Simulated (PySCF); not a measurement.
Computed with PBE in PySCF with Be def2-TZVP, F def2-TZVP; no relativity; density-fitted integrals. Open shells, if any, are unrestricted.

Problem. What shape and geometry does isolated singlet BeF2 take (every ligand bound to Be)?

Solution. Counting electrons, beryllium keeps none of its valence electrons outside its bonds, so the VSEPR class is AX2 and the expected shape is linear (D∞h), as computed. The lowest minimum found is a singlet of D∞h symmetry with Be–F 1.391 Å (×2); F–Be–F 180.0°. Its harmonic wavenumbers are 337 (πu), 701 (σg+), 1523 (σu+) cm⁻¹ and its dipole moment is 0.00 D.
